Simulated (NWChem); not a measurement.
System: NbNH₂OF₂; SMILES [NH]=[Nb]([OH])([F])[F]

Here is an NWChem input.

```
start job
memory heap 200 mb stack 900 mb global 1100 mb
geometry units angstroms
  Nb     0.001126     0.042819    -0.030295
  N      0.603120    -0.918875    -1.388883
  H      0.950149    -1.409497    -2.211172
  F      1.234400    -0.272312     1.319190
  F     -1.575756    -0.806714     0.452067
  O     -0.176801     1.762100    -0.510230
  H     -0.190449     2.600313    -0.981644
end
basis spherical
  * library def2-svp
end
ecp
  Nb library def2-ecp
end
dft
  xc xpbe96 cpbe96
  disp vdw 4
  iterations 150
end
driver
  maxiter 120
end
task dft optimize
dft
  grid fine
  convergence energy 1d-8 density 1d-7
end
task dft freq numerical
```

Excerpt of the output:

```
             Northwest Computational Chemistry Package (NWChem) 7.3.0
             --------------------------------------------------------

 C1  symmetry detected

                             Geometry "geometry" -> ""
                             -------------------------

 Output coordinates in angstroms (scale by  1.889725989 to convert to a.u.)

  No.       Tag          Charge          X              Y              Z
 ---- ---------------- ---------- -------------- -------------- --------------
    1 Nb                  41.0000    -0.00022985     0.02648797     0.01714539
    2 N                    7.0000    -0.00090404    -0.08791965    -1.74918525
    3 H                    1.0000    -0.00159477    -0.07907220    -2.76762500
    4 F                    9.0000     1.49931469    -0.94024165     0.52526160
    5 F                    9.0000    -1.48970831    -0.95447045     0.52715593
    6 O                    8.0000    -0.00720345     1.74442483     0.53344675
    7 H                    1.0000    -0.01148272     2.70551327     0.56962914

 Effective nuclear repulsion energy (a.u.)     496.6509119005

                                Z-matrix (autoz)
                                --------

 Units are Angstrom for bonds and degrees for angles

      Type          Name      I     J     K     L     M      Value
      ----------- --------  ----- ----- ----- ----- ----- ----------
    1 Stretch                  1     2                       1.77003
    2 Stretch                  1     4                       1.85510
    3 Stretch                  1     5                       1.85498
    4 Stretch                  1     6                       1.79386
    5 Stretch                  2     3                       1.01848
    6 Stretch                  6     7                       0.96178
    7 Bend                     1     6     7               165.42871
    8 Bend                     2     1     4               103.88388
    9 Bend                     2     1     5               103.87945
   10 Bend                     2     1     6               110.43309
   11 Bend                     3     1     4               104.73582
   12 Bend                     3     1     5               104.73329
   13 Bend                     3     1     6               108.89796
   14 Bend                     4     1     5               107.34812
   15 Bend                     4     1     6               115.04783
   16 Bend                     5     1     6               115.09940
   17 Torsion                  2     1     6     7           0.05016
   18 Torsion                  1     4     2     3         174.18291
   19 Torsion                  4     1     6     7         117.22787
   20 Torsion                  1     5     2     3        -174.18808
   21 Torsion                  5     1     6     7        -117.15586
   22 Torsion                  1     6     2     3        -179.99854

                           NWChem Geometry Optimization
                           ----------------------------

 maximum gradient threshold         (gmax) =   0.000450
 rms gradient threshold             (grms) =   0.000300
 maximum cartesian step threshold   (xmax) =   0.001800
 rms cartesian step threshold       (xrms) =   0.001200
 fixed trust radius                (trust) =   0.300000
 source of zmatrix                         =   autoz

          -------------------
          Energy Minimization
          -------------------

 Using diagonal initial Hessian
 Scaling for Hessian diagonals: bonds = 1.00  angles = 0.25  torsions = 0.10

          --------
          Step   0

                                 NWChem DFT Module
                                 -----------------

 Summary of "ao basis" -> "ao basis" (spherical)
 ------------------------------------------------------------------------------
       Tag                 Description            Shells   Functions and Types
 ---------------- ------------------------------  ------  ---------------------
 Nb                         def2-svp                11       31   5s3p2d1f
 N                          def2-svp                 6       14   3s2p1d
 H                          def2-svp                 3        5   2s1p
 F                          def2-svp                 6       14   3s2p1d
 O                          def2-svp                 6       14   3s2p1d

[...]

      ----------------------
      Optimization converged
      ----------------------

  Step       Energy      Delta E   Gmax     Grms     Xrms     Xmax
  ---- ---------------- -------- -------- -------- -------- --------
@    9    -387.52139319 -3.6D-07  0.00008  0.00003  0.00083  0.00171
                                     ok       ok       ok       ok

                                Z-matrix (autoz)
                                --------

 Units are Angstrom for bonds and degrees for angles

      Type          Name      I     J     K     L     M      Value     Gradient
      ----------- --------  ----- ----- ----- ----- ----- ---------- ----------
    1 Stretch                  1     2                       1.75651   -0.00001
    2 Stretch                  1     4                       1.88825   -0.00002
    3 Stretch                  1     5                       1.88825   -0.00002
    4 Stretch                  1     6                       1.89960    0.00007
    5 Stretch                  2     3                       1.02320   -0.00008
    6 Stretch                  6     7                       0.97330   -0.00003
    7 Bend                     1     6     7               129.69095    0.00000
    8 Bend                     2     1     4               108.08206   -0.00001
    9 Bend                     2     1     5               108.08001   -0.00001
   10 Bend                     2     1     6               107.69725   -0.00001
   11 Bend                     3     1     4               107.53349   -0.00001
   12 Bend                     3     1     5               107.53154   -0.00001
   13 Bend                     3     1     6               108.82174   -0.00002
   14 Bend                     4     1     5               112.43063    0.00003
   15 Bend                     4     1     6               110.19516    0.00000
   16 Bend                     5     1     6               110.19556    0.00000
   17 Torsion                  2     1     6     7           0.02341    0.00000
   18 Torsion                  1     4     2     3        -175.75578   -0.00001
   19 Torsion                  4     1     6     7         117.70185   -0.00002
   20 Torsion                  1     5     2     3         175.75563    0.00001
   21 Torsion                  5     1     6     7        -117.65279    0.00002
   22 Torsion                  1     6     2     3        -179.99977    0.00000

                         Geometry "geometry" -> "geometry"
                         ---------------------------------

 Output coordinates in angstroms (scale by  1.889725989 to convert to a.u.)

[...]

 Rotational Constants
 --------------------
 A=   0.107070 cm-1  (  0.154047 K)
 B=   0.103702 cm-1  (  0.149201 K)
 C=   0.092597 cm-1  (  0.133223 K)

 Temperature                      =   298.15K
 frequency scaling parameter      =   1.0000

 Zero-Point correction to Energy  =   19.260 kcal/mol  (  0.030693 au)
 Thermal correction to Energy     =   23.582 kcal/mol  (  0.037580 au)
 Thermal correction to Enthalpy   =   24.174 kcal/mol  (  0.038524 au)

 Total Entropy                    =   82.319 cal/mol-K
   - Translational                =   41.154 cal/mol-K (mol. weight = 162.9164)
   - Rotational                   =   26.841 cal/mol-K (symmetry #  =        1)
   - Vibrational                  =   14.323 cal/mol-K

 Cv (constant volume heat capacity) =   22.903 cal/mol-K
   - Translational                  =    2.979 cal/mol-K
   - Rotational                     =    2.979 cal/mol-K
   - Vibrational                    =   16.944 cal/mol-K

[normal modes left out]

 ----------------------------------------------------------------------------
 Normal Eigenvalue ||           Projected Infra Red Intensities
  Mode   [cm**-1]  || [atomic units] [(debye/angs)**2] [(KM/mol)] [arbitrary]
 ------ ---------- || -------------- ----------------- ---------- -----------
    1       -0.000 ||    0.000889           0.021         0.867       0.133
    2       -0.000 ||    0.000511           0.012         0.498       0.076
    3       -0.000 ||    0.000978           0.023         0.954       0.146
    4       -0.000 ||    0.001133           0.026         1.105       0.169
    5        0.000 ||    0.000302           0.007         0.295       0.045
    6        0.000 ||    0.000095           0.002         0.092       0.014
    7      161.654 ||    0.006311           0.146         6.153       0.944
    8      173.967 ||    0.000037           0.001         0.036       0.006
    9      203.445 ||    0.002970           0.069         2.895       0.444
   10      233.100 ||    0.004995           0.115         4.870       0.747
   11      239.558 ||    0.009241           0.213         9.009       1.382
   12      412.876 ||    0.079877           1.843        77.868      11.943
   13      495.642 ||    0.273154           6.302       266.284      40.842
   14      514.281 ||    0.175429           4.047       171.017      26.230
   15      622.465 ||    0.020211           0.466        19.703       3.022
   16      666.769 ||    0.085001           1.961        82.863      12.709
   17      693.107 ||    0.165635           3.821       161.469      24.766
   18      737.412 ||    0.123477           2.849       120.372      18.462
   19      996.064 ||    0.114220           2.635       111.348      17.078
   20     3558.276 ||    0.144450           3.333       140.817      21.598
   21     3770.666 ||    0.195580           4.512       190.661      29.243
 ----------------------------------------------------------------------------
```

Level: PBE-D3(BJ)/def2-SVP with def2 effective core potentials on Nb. def2 effective core potentials on Nb; no spin-orbit coupling.
